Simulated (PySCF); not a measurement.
H$_{3}$O$_{3}$Ti, doublet, at a GFN2-xTB geometry (such geometries of metal compounds can be far from the true shape) (the multiplicity is a formal guess); DF-CAMB3LYP/6-31G* (PySCF).

The PySCF input:
```python
from pyscf import gto, scf, dft

mol = gto.M(
    atom='''
Ti   -0.00000000    0.00000000   -0.00000000
O     1.48908689   -0.02114347   -0.87079164
H     2.31453910   -0.49707903   -0.73753591
O    -0.18885001   -0.97643118    1.40961793
H    -0.92135724   -1.10344426    2.02030929
O    -1.30023687    0.99757465   -0.53882628
H    -1.39318186    1.60052328   -1.28277338
''',
    basis='6-31g*',
    spin=1,
    verbose=4,
)

mf = dft.UKS(mol)
mf.xc = 'camb3lyp'
mf = mf.density_fit(auxbasis='def2-universal-jkfit')
mf.kernel()
```

Output, abridged:

```
PySCF version 2.14.0

[INPUT] verbose = 4
[INPUT] num. atoms = 7
[INPUT] num. electrons = 49
[INPUT] charge = 0
[INPUT] spin (= nelec alpha-beta = 2S) = 1
[INPUT] symmetry False subgroup None
[INPUT] Mole.unit = angstrom
[INPUT] Symbol           X                Y                Z      unit          X                Y                Z       unit  Magmom
[INPUT]  1 Ti     0.000000000000   0.000000000000   0.000000000000 AA    0.000000000000   0.000000000000   0.000000000000 Bohr   0.0
[INPUT]  2 O      1.489086890000  -0.021143470000  -0.870791640000 AA    2.813966397780  -0.039955367623  -1.645557711161 Bohr   0.0
[INPUT]  3 H      2.314539100000  -0.497079030000  -0.737535910000 AA    4.373845003597  -0.939343228964  -1.393740876932 Bohr   0.0
[INPUT]  4 O     -0.188850010000  -0.976431180000   1.409617930000 AA   -0.356874797521  -1.845187509686   2.663791827976 Bohr   0.0
[INPUT]  5 H     -0.921357240000  -1.103444260000   2.020309290000 AA   -1.741112846485  -2.085207445123   3.817831245014 Bohr   0.0
[INPUT]  6 O     -1.300236870000   0.997574650000  -0.538826280000 AA   -2.457091581362   1.885142877309  -1.018234097918 Bohr   0.0
[INPUT]  7 H     -1.393181860000   1.600523280000  -1.282773380000 AA   -2.632732157112   3.024550655191  -2.424090368083 Bohr   0.0

nuclear repulsion = 230.673319484248
number of shells = 36
number of NR pGTOs = 190
number of NR cGTOs = 82
basis = 6-31g*
ecp = {}

******** <class 'pyscf.df.df_jk.DFUKS'> ********
method = DFUKS
initial guess = minao
damping factor = 0
level_shift factor = 0
DIIS = <class 'pyscf.scf.diis.CDIIS'>
diis_start_cycle = 1
diis_space = 8
diis_damp = 0
SCF conv_tol = 1e-09
SCF conv_tol_grad = None
SCF max_cycles = 50
direct_scf = False
number electrons alpha = 25  beta = 24
XC library pyscf.dft.libxc version 7.1.2
    S. Lehtola, C. Steigemann, M. J. T. Oliveira, and M. A. L. Marques,  SoftwareX 7, 1–5 (2018)
XC functionals = camb3lyp
    T. Yanai, D. P. Tew, and N. C. Handy,  Chem. Phys. Lett. 393, 51 (2004)
radial grids:
    Treutler-Ahlrichs [JCP 102, 346 (1995); DOI:10.1063/1.469408] (M4) radial grids

becke partition: Becke, JCP 88, 2547 (1988); DOI:10.1063/1.454033
pruning grids: <function nwchem_prune>
grids dens level: 3
symmetrized grids: False
atomic radii adjust function: <function treutler_atomic_radii_adjust>
small_rho_cutoff = 0
Set gradient conv threshold to 3.16228e-05
tot grids = 92576
******** <class 'pyscf.df.df.DF'> ********
auxbasis = def2-universal-jkfit
Create RSH-DF object <pyscf.df.df.DF object> for omega=0.33
******** <class 'pyscf.df.df.DF'> ********
auxbasis = auxmol.basis = def2-universal-jkfit
init E= -1076.85927623339

cycle= 1 E= -1076.5289352399  delta_E= 0.33  |g|=    1  |ddm|=  1.8
cycle= 2 E= -1074.07580306617  delta_E= 2.45  |g|= 2.97  |ddm|= 1.84
cycle= 3 E= -1076.89146728304  delta_E= -2.82  |g|= 0.342  |ddm|= 1.34
cycle= 4 E= -1076.93617598813  delta_E= -0.0447  |g|= 0.137  |ddm|= 0.428
cycle= 5 E= -1076.94606930901  delta_E= -0.00989  |g|= 0.0213  |ddm|= 0.101
cycle= 6 E= -1076.94704631252  delta_E= -0.000977  |g|= 0.00503  |ddm|= 0.0854
cycle= 7 E= -1076.9471606116  delta_E= -0.000114  |g|= 0.00146  |ddm|= 0.0379
cycle= 8 E= -1076.94716510396  delta_E= -4.49e-06  |g|= 0.00029  |ddm|= 0.00767
cycle= 9 E= -1076.94716519871  delta_E= -9.48e-08  |g|= 5.07e-05  |ddm|= 0.000636
cycle= 10 E= -1076.94716520396  delta_E= -5.25e-09  |g|= 1.89e-05  |ddm|= 0.000176
cycle= 11 E= -1076.94716520427  delta_E= -3.11e-10  |g|= 1.55e-05  |ddm|= 3.29e-05
Extra cycle  E= -1076.94716520423  delta_E= 4.3e-11  |g|= 2.22e-05  |ddm|= 2.26e-05
converged SCF energy = -1076.94716520423  <S^2> = 0.75242634  2S+1 = 2.0024249
```
